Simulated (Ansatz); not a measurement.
Program: Ansatz. Geometries: PBE0-D4/def2-TZVP. ΔE: electronic, gas phase. CCSD(T)/CBS adds triple-zeta CCSD(T) − MP2 to the extrapolated MP2 energy (def2 sets, frozen cores). This one scheme is used for every species, atoms too. Open shells (•) are unrestricted, without spin–orbit coupling. Spin–orbit coupling would lower the free atoms: a little for B, C; clearly for Br. For Br outer-core shells are correlated without core-valence functions, so the limit isn't a true one: a few kJ/mol of doubt a bond, and 10 to 20 or more in all where bonds break to atoms. Scalar relativity is left out up to krypton. One conformer a species, not always the lowest.

Consider the atomization: `CB(N)Br` → B• + Br• + C• + 5 H• + N•.

| species | SCS-MP2/def2-QZVPP energy (Eh) |
| --- | --- |
| `CB(N)Br` | -2693.59853 |
| B• | -24.58620 |
| Br• | -2572.95241 |
| C• | -37.76798 |
| H• | -0.49998 |
| N• | -54.50148 |

(1) Work out ΔE.

Largest T1 diagnostic among the species: 0.014.

## Answers

(1) ΔE = 5 × (-0.49998) + (-24.58620) + (-2572.95241) + (-37.76798) + (-54.50148) − (-2693.59853) = 1.29056 Eh = +809.8 kcal/mol. CCSD(T)/CBS gives +807.4 kcal/mol.

Leaving LDA and LC-ωPBE aside and taking each functional with its dispersion term where it has one, the values, not all of them listed here, spread over 35.2 kcal/mol, from BHLYP-D4 to PBE-D4. LDA lies +98.4 kcal/mol from PBE without D4, its usual overbinding. From r2SCAN to r2SCAN0 (25 % exact exchange), in def2-TZVPP and without D4, ΔE moves by −10.0 kcal/mol: exact exchange takes away binding that semilocal exchange gives to molecules.

For atomizations the MP2-based limit and the directly extrapolated one differ by several kJ/mol either way, and by 10 to 25 for some Ge, Se and Sn compounds, so smaller differences from it don't rank the levels.
